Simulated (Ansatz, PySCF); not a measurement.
System: GeI2, charge 0, triplet. GeI2 (SMILES [I][Ge][I], triplet).
B3LYP-D3(BJ)/def2-TZVP minimum from Ansatz (a program for electronic structure):
```xyz
3

Ge    -0.0143    -0.0191     0.9723
I      1.1756    -1.8912    -0.3136
I     -1.1670     1.9027    -0.2734
```
Charge 0, spin multiplicity 3.

Atomisation energy term by term, kcal/mol (programs: Ansatz). UHF or UKS for unpaired electrons; spin-orbit terms are left out. Correlated methods leave the cores frozen (noble-gas shells, and filled d and f shells in the p block). Past Kr the def2 sets carry scalar-relativistic core potentials. CBS(X,Y): correlation extrapolated as X^-3, Hartree-Fock from the larger set. A bracket is a step between two methods taken in the basis named. Spin-orbit terms, left out, reach several kcal/mol for Br and I, and more for heavier atoms. The UHF reference of GeI2 ([I][Ge][I], triplet) is spin-contaminated (<S^2> up to 0.03 over the pure value in the sets run). The spin of GeI2 ([I][Ge][I], triplet) was assumed, and the state is the lowest solution found for it.

| term | basis | kcal/mol |
|---|---|---|
| Hartree-Fock | def2-QZVPP | 53.38 |
| CCSD correlation | CBS(def2-TZVPP,def2-QZVPP) | 36.74 |
| (T) | CBS(def2-TZVPP,def2-QZVPP) | 6.45 |
| CCSDT(Q) - CCSD(T) | def2-SVP | 0.71 |
| minus zero-point energy | Hessian by PySCF at B3LYP-D3(BJ)/def2-TZVP | -0.67 |
| sum: D0 |  | 96.6 |
